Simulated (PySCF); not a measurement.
Rows and methods have been separated. Pair them.

Species: C3H6BF2N.
SMILES: `C=NCCB(F)F`

The closed-shell ground state was solved 5 times with PySCF (density fitting, gas phase), always with PBE0, in these basis sets: 6-31G*, STO-3G, aug-cc-pVDZ, cc-pVDZ and def2-TZVP. Geometry: PBE0-D3(BJ)/def2-SVP, one conformer, isolated molecule.

```csv
row,total energy (Eh),HOMO (eV),LUMO (eV),dipole (D)
P,-396.9079,-7.29,-0.20,1.62
Q,-396.8797,-7.23,-0.04,1.60
R,-396.9337,-7.53,-0.68,1.79
S,-397.0513,-7.52,-0.54,1.77
T,-391.5892,-4.74,2.98,1.36
```

Task: Which basis belongs to which row?

Result: P = cc-pVDZ, Q = 6-31G*, R = aug-cc-pVDZ, S = def2-TZVP, T = STO-3G. From the lowest total energy up: def2-TZVP (253 functions) 0 eV; aug-cc-pVDZ (215 functions) +3.20 eV; cc-pVDZ (128 functions) +3.90 eV; 6-31G* (110 functions) +4.67 eV; STO-3G (41 functions) +148.63 eV.

Shape of the structure used: `[CH2:1]=[N:2][CH2:3][CH2:4][B:5]([F:6])[F:7]`: C1–N2–C3–C4 121°, N2–C3–C4–B5 -65°, C3–C4–B5–F6 162°.
